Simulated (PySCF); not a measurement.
Compound: C5H10O3Si.
Numbering: `[CH3:1][O:2][C@@H:3]1[C@@H:4]([SiH3:5])[C@H:6]1[O:7][CH:8]=[O:9]`

NICS is the negative of the GIAO shielding at a point without a nucleus: at the ring centre (0) and 1 Å above and below it (1); zz is the component along the ring normal. Level: GIAO PBE0/pcSseg-1 (PySCF, non-relativistic, gas phase) on the GFN2-xTB geometry, one conformer.

Ring bond lengths (Å), with Mayer bond orders in brackets: C3–C4 1.499 (0.93), C4–C6 1.495 (0.95), C6–C3 1.505 (0.92).

Question: Give the NICS values of each ring in ppm.

Answer: 
| ring | type | NICS(0) | NICS(1), two faces | NICS(1)zz, two faces | rms pucker (Å) | centre to ring atoms, mean (Å) |
| --- | --- | --- | --- | --- | --- | --- |
| C3–C4–C6 | 3-membered carbocycle; formal bonds all single | -38.5 | -8.8 / -7.8 | -18.9 / -17.5 | 0.00 | 0.87 |

Question: What do they say, and how far can they be read as aromaticity?

Answer: 
- C3–C4–C6: mean NICS(1)zz -18.2 ppm, shielded. C3, C4, C6 have four or more neighbours, and the NICS criterion for π rings isn't applied. NICS(0) lies 30 ppm below the mean NICS(1).

Question: What is the mean of the two in-plane components of NICS at the first NICS(1) probe listed for ring C3–C4–C6, 1 Å off the ring?

Answer: The isotropic value is a third of the trace: (3 × -8.8 − (-18.9))/2 = -3.8 ppm.

Conformer computed: `[CH3:1][O:2][C@@H:3]1[C@@H:4]([SiH3:5])[C@H:6]1[O:7][CH:8]=[O:9]`: C1–O2–C3–C4 154°, C4–C6–O7–C8 159°, C6–O7–C8–O9 0°.
